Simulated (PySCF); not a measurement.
PySCF input:

```python
from pyscf import gto, scf, dft

mol = gto.M(
    atom='''
    Sr   -0.00000000   -0.00000000   -0.40177766
    F     0.00000000    0.00000000    1.69639455
    ''',
    basis='def2-tzvpd',
    ecp='def2-tzvp',
    charge=0,
    spin=1,
    symmetry='C2v',
    verbose=4,
)

mf = dft.UKS(mol, xc='tpssh').density_fit(auxbasis='def2-universal-jkfit')
mf.grids.level = 3
mf.conv_tol = 1e-9
mf.max_cycle = 100
mf.max_memory = 1500
mf.kernel()
if not mf.converged:
    mf = mf.newton()
    mf.kernel(mf.make_rdm1())
mf.analyze()
```

### Question
Which total energy does the run end on?

### Answer
-130.64685 Eh (TPSSh/def2-TZVPD).
